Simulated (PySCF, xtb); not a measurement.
GaHFCl, SMILES [F][GaH][Cl].

GFN2-xTB (xtb) at its own geometry gives an orbital gap of 4.92 eV and a dipole moment of 2.62 D.

Coordinates come from a PBE-D3(BJ)/def2-TZVP optimisation.

### Question
What does M06-2X/def2-TZVPD (PySCF) give? (The exact figures need the calculation; the answer reports its results.)

### Answer
gap 9.58 eV (levels -10.76 and -1.18 eV), dipole 2.32 D.
